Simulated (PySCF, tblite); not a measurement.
Compound: C₄H₁₁FO₂Si.
Z-matrix (Å and degrees, GFN2-xTB geometry), rows numbered from 1:
```
C 
O   1  1.3964
Si  2  1.6032  1  130.21
F   3  1.6028  2  102.04  1  -175.83
O   3  1.6059  2  108.86  1   -58.99
C   5  1.4126  3  131.24  2  -173.91
C   6  1.5252  5  109.47  3   -89.41
C   6  1.5248  5  108.00  3   148.80
H   1  1.0926  2  110.45  3   -67.68
H   1  1.0904  2  107.75  3   172.99
H   1  1.0913  2  111.03  3    53.19
H   3  1.4524  2  114.56  1    70.43
H   6  1.0979  5  108.86  3    30.14
H   7  1.0872  6  109.61  5   -57.83
H   7  1.0863  6  110.25  5  -177.98
H   7  1.0868  6  110.02  5    61.61
H   8  1.0865  6  110.10  5  -178.95
H   8  1.0872  6  109.87  5    60.72
H   8  1.0867  6  109.88  5   -58.80
```

Computed, not measured: PBE0/pcSseg-1 in PySCF (dipole) on a GFN2-xTB geometry, gas phase.

Take the most abundant isotopes and a rigid rotor. The values belong to one conformer with, in the numbering `[CH3:1][O:2][Si@@H:3]([F:4])[O:5][CH:6]([CH3:7])[CH3:8]`, C1–O2–Si3–F4 -176°, O2–Si3–O5–C6 -174°, Si3–O5–C6–C7 -89°.

Give the principal moments of inertia and the rotational constants in MHz.

Ia = 200.18, Ib = 518.66, Ic = 588.49 u·Å²; 505379 MHz·u·Å²/I gives A = 2525, B = 974.4, C = 858.8 MHz.

What kind of rotor is it?

An asymmetric top: κ = (2 × 974.4 − 2525 − 858.8)/(2525 − 858.8) = -0.86.

Is it planar, by Δ = Ic − Ia − Ib?

Not planar: Δ = Ic − Ia − Ib = -130.36 u·Å². For a rigid frame Δ = −2 Σ m c², so Σ m c² = 65.18 u·Å² lies off the ab plane: 20.78 from hydrogen and 44.40 from heavier atoms. The atom farthest from that plane is 2.14 Å away.

Give the coordinates in the principal-axis frame, origin at the centre of mass.

The sense of each axis is arbitrary; atoms in the order of the calculation.
```csv
atom,mass (u),a (Å),b (Å),c (Å)
C1,12.000,2.419,1.712,0.152
O2,15.995,2.058,0.365,0.231
Si3,27.977,0.801,-0.409,-0.395
F4,18.998,0.987,-1.885,0.200
O5,15.995,-0.549,0.258,0.163
C6,12.000,-1.903,-0.116,0.012
C7,12.000,-2.477,0.547,-1.236
C8,12.000,-2.652,0.309,1.271
H9,1.008,2.704,1.971,-0.870
H10,1.008,3.271,1.867,0.814
H11,1.008,1.595,2.356,0.463
H12,1.008,0.843,-0.558,-1.839
H13,1.008,-1.960,-1.207,-0.095
H14,1.008,-2.374,1.626,-1.156
H15,1.008,-3.529,0.297,-1.345
H16,1.008,-1.938,0.210,-2.117
H17,1.008,-3.697,0.021,1.199
H18,1.008,-2.586,1.388,1.394
H19,1.008,-2.211,-0.168,2.142
```

Predict some low-J microwave lines.

The dipole components are |μa| = 1.60 D, |μb| = 2.16 D, |μc| = 1.18 D. Intensities carry the squares of the components, which stand as 0.55 : 1.00 : 0.30 (a : b : c). Some lines, for components of 0.1 D or more:

```
type  branch         J(Ka,Kc)    MHz  lower level (cm⁻¹)
   b       R  2(0,2) ← 1(1,1)   2110               0.113
   c       Q  3(2,2) ← 3(1,2)   4481               0.432
   b       Q  2(2,1) ← 2(1,2)   4997               0.231
   b       Q  3(2,2) ← 3(1,3)   5175               0.409
   b       R  4(0,4) ← 3(1,3)   5983               0.409
   a       R  4(1,4) ← 3(1,3)   7090               0.409
   a       R  4(1,3) ← 3(1,2)   7551               0.432
   b       R  4(1,4) ← 3(0,3)   8378               0.366
   c       R  2(2,1) ← 1(1,1)   8548               0.113
   b       R  3(2,2) ← 2(1,1)  10150               0.243
   c       R  3(2,1) ← 2(1,1)  10181               0.243
   b       R  4(4,0) ← 3(3,1)  18590               0.850
```

Estimate the classical rotational partition function at 50 K, 100 K and 298.15 K.

Point group C1, symmetry number σ = 1; q = (√π/σ)·√((kT/h)³/(ABC)), k/h = 20836.6 MHz/K: 41000 at 50 K, 116000 at 100 K, 597000 at 298.15 K.

Its GFN2-xTB frequencies are all real (lowest 18 cm⁻¹). Zero-point vibration and centrifugal distortion are left out. A rigid rotor knows nothing of internal rotation, which can split or shift real lines.
